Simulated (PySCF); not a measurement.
K: ionisation energy

K [Ar] 4s1 (2S) → K+ [Ar] (1S), as a difference of total energies. Calculation: PySCF 2.14, in aug-cc-pVDZ-X2C (6s5p3d, 36 functions); the spin-free X2C one-electron Hamiltonian (Gaussian nucleus). The calculations carry no spin-orbit coupling.

```csv
method,ionisation energy (eV)
UHF,4.019
BP86,4.469
M06-2X,4.283
```

For comparison: 4.341 eV (measured; NIST Atomic Spectra Database, ionization energies).
